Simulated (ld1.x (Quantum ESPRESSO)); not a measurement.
Values are calculated unless marked as measured or tabulated.
**Potentials for oxygen compared**

Generated with ld1.x 7.5 (TM, RRKJ, ultrasoft, PAW), atompaw 4.2 or ONCVPSP 4.0.1. The cutoff is in Ry: for ld1.x and atompaw files where the sum of valence levels is converged to 10 mRy in a Bessel basis, for ONCV files where the hardest occupied wave has 1 mHa per electron of residual kinetic energy. The error is the largest all-electron minus pseudo excitation energy over each file’s own four to seven test configurations (ionisations up to +4, promotions, holes and added fractions of an electron), all of which were solved. The labels leave out finer settings (local radius, basis sizes, second energies), which also bear on the numbers. Spin-polarised tests are not counted. The rows are a selection from randomly drawn settings: files with unsolved tests, undetermined cutoffs or missed reference levels are left out.

| potential | cutoff (Ry) | largest error (meV) | bound ghosts |
| --- | --- | --- | --- |
| TM, LDA (PZ), non-relativistic, rc 0.55/0.95/0.80 (spd), local s, core correction no, reference 2s2 2p4 | 260 | +240 | none |
| TM, PBE, non-relativistic, rc 0.70/1.00/1.10 (spd), local p, core correction yes, reference 2s2 2p2 | 120 | +292 | none |
| PAW, Wu–Cohen, scalar-relativistic, rc 1.00/1.50/1.25 (spd), local smoothed, core correction yes, reference 2s2 2p3.5 | 35 | -11 | none |
| ultrasoft, PBE, non-relativistic, rc 0.85/1.75/1.55 (spd), local smoothed, core correction yes, reference 2s2 2p2 | 35 | +964 | none |
| TM, BLYP, non-relativistic, rc 0.60/1.90 (sp), local smoothed, core correction yes, reference 2s2 2p1 | 200 | +3592 | none |
| TM semilocal, Wu–Cohen, scalar-relativistic, rc 0.60/1.80/1.75 (spd), local d, core correction yes, reference 2s2 2p2 | 200 | +2039 | none |

Task: Fill in the row for O: TM, LDA (PZ), non-relativistic, rc 0.75/1.70/1.85 (spd), local s, core correction yes, reference 2s2 2p4.

Result: cutoff 80 Ry, largest error +1215 meV, bound ghosts: none.
